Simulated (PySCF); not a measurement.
**Computed properties of C2H5NOSi, SMILES C#C[Si@H](N)O**

C2H5NOSi, SMILES O[Si@@H](N)C#C. Geometry: B3LYP-D3(BJ)/def2-SVP. The structure was generated by enumeration; whether it is a known compound was not checked. The values are those of a single conformer. All values are computed for the isolated molecule unless a solvent is named; none is compared with measurement here.

**Structure.** All 24 harmonic modes at B3LYP-D3(BJ)/def2-SVP (PySCF) are real, so it is a minimum. With heavy atoms numbered as in [CH:1]#[C:2][Si@H:3]([NH2:4])[OH:5], the shortest bond between them is C1–C2 at 1.218 Å and the longest C2–Si3 at 1.844 Å.

**Vibrations.** The strongest infrared lines (harmonic, unscaled, degenerate partners summed) lie at 941 cm⁻¹ (351 km/mol, H 41 %, Si 37 %, O 14 %, N 9 %), 894 cm⁻¹ (308 km/mol, H 62 %, Si 23 %, N 13 %), 2269 cm⁻¹ (141 km/mol, H 97 %). The softest mode is at 120 cm⁻¹ and the zero-point energy is 42.7 kcal/mol.

**Electronic structure.** CAM-B3LYP/def2-TZVP (PySCF) places the frontier levels at -9.10 and 0.94 eV, a gap of 10.04 eV, and gives a dipole moment of 2.25 D and a mean polarisability of 54.6 bohr³. PBE/def2-TZVP (PySCF) at the same geometry gives -6.21 and -1.07 eV, so its gap is 4.90 eV narrower. An orbital gap is neither the optical nor the fundamental gap.

**Excitations.** TDDFT-CAM-B3LYP/def2-SVPD (PySCF) has S1 at 5.99 eV (207 nm, f = 0.000, dark); the most intense of the 10 singlets computed lies at 8.03 eV (f = 0.07). T1 (TDA) is at 4.91 eV. TDDFT-PBE/def2-SVPD (PySCF) puts S1 at 5.30 eV. No vertical singlet excitation falls in the visible range (under 3.1 eV).

**NMR.** GIAO shifts at PBE0/pcSseg-1 (PySCF) (non-relativistic, atoms alike by connectivity averaged): ¹³C from 91.3 to 100.0 ppm against TMS; ¹H from 1.3 to 5.0 ppm against TMS; ²⁹Si at -46.9 ppm against TMS.

**Solvation.** SMD-ωB97X/def2-SVP (PySCF) gives -4.8 kcal/mol in water, -2.4 kcal/mol in benzene, -4.1 kcal/mol in diethylether (1 M in both phases, gas-phase geometry); of these solvents water holds the molecule best.
